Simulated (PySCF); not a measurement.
Computed Raman spectrum (relative Raman activity) of a molecule C₂H₈GaN. Geometry: B3LYP-D3(BJ)/def2-SVP. One conformer was computed; it need not be the lowest. Level of theory: B3LYP-D3(BJ)/def2-SVP (PySCF). Frequencies are harmonic and unscaled.

ν (cm⁻¹): 531 (w), 692 (w), 1430 (w), 1435 (w), 1522 (vw), 3026 (vs), 3111 (s), 3128 (s), 3568 (s), 3668 (m) (against the strongest line: vs over 80 %, s over 45 %, m over 15 %, w over 4 %, vw less)

Task: Pick the molecule that these values belong to.
(A) [CH3][Ga]([CH3])[NH2]
(B) C[CH2][GaH][NH2]
(C) C[N](C)[GaH2]

Result: A, [CH3][Ga]([CH3])[NH2]
